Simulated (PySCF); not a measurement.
## Electronic absorption of CH8N2Si2

CH8N2Si2.
SMILES with atom numbers: `[CH3:1][N:2]1[SiH2:3][NH:4][SiH2:5]1` (hydrogens: H6, H7, H8 on C1; H9, H10 on Si3; H11 on N4; H12, H13 on Si5)

Computed, not measured: TDDFT CAM-B3LYP/def2-SVPD, vertical, gas phase, core orbitals frozen in the response (PySCF 2.14.0, density-fitted response routines). Geometry: GFN2-xTB; no solvent, vibrations or thermal averaging.

Q: Predict the UV-vis stick spectrum at this level.

A: 

```tsv
state	E (eV)	ν̃ (cm⁻¹)	f	|μ| (D)	symmetry	main configurations (H = HOMO, L = LUMO)
S1	4.89	39450	0.0041	0.47	A′	H→L (96%)
S2	5.58	45030	0.0061	0.54	A′	H-1→L (93%)
S3	6.15	49640	0.011	0.68	A′	H→L+1 (79%), H→L+3 (17%)
S4	6.57	52960	0.0017	0.26	–	H→L+4 (74%), H→L+2 (22%)
S5	6.86	55340	0.012	0.69	A′	H-1→L+1 (76%), H-1→L+3 (14%)
S6	6.99	56410	0.016	0.77	A′	H→L+3 (77%), H→L+1 (14%)
S7	7.11	57380	0.0001	0.06	–	H-1→L+4 (30%), H→L+2 (28%), H-1→L+2 (24%)
S8	7.23	58330	0.0000	0.01	–	H→L+2 (45%), H-1→L+4 (18%), H→L+4 (15%)
```

Triplets, Tamm–Dancoff:

```tsv
state	E (eV)	λ (nm)	main configurations (H = HOMO, L = LUMO)
T1	4.70	264.0	H→L (94%)
T2	5.32	233.1	H-1→L (90%)
T3	6.05	204.8	H→L+1 (76%), H→L+3 (18%)
```

The lowest singlet comes at 253 nm (472 kJ/mol) in the ultraviolet; it is very weak; its leading configuration is HOMO→LUMO (96%). The strongest level in the table is S6 at 6.99 eV (177 nm, f = 0.016). Löwdin shares by element: HOMO nitrogen 65%, carbon 11%, hydrogen 5% or more (atoms not listed hold the other 18%); LUMO silicon 37%, carbon 9%, nitrogen 8% or more (atoms not listed hold the other 46%). Weighted by f, the mean energy of these states is 6.43 eV. Of the 8 states listed, 3 reach f = 0.01 and 2 stay under 0.0005. The oscillator strengths of these states sum to 0.051; summed over the whole spectrum of an exact calculation they would give the number of electrons, 56 (Thomas–Reiche–Kuhn). Symmetry labels in Cs follow from the direction of the transition dipole and are given only for states with f of 0.002 or more. The window holds the lowest 8 singlets.

On an x86-64 server with one thread, no GPU (shared host), this took 29 s.
